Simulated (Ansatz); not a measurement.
Harmonic frequencies (cm⁻¹) at PBE0-D4/def2-TZVP from Ansatz: 18, 47, 58, 124, 335, 423, 717, 724, 949, 958, 970, 986, 2192, 2198, 2223.

Each molecule was computed in one conformer, which needn't be the lowest.

Task: Which molecule is it?
A. `C#[C][Ga][CH3]`•
B. `[SiH3][O][In][Cl]`•
C. `C[SiH]Cl`•
D. `[OH][Sn]([OH])[Cl]`•

Result: B.
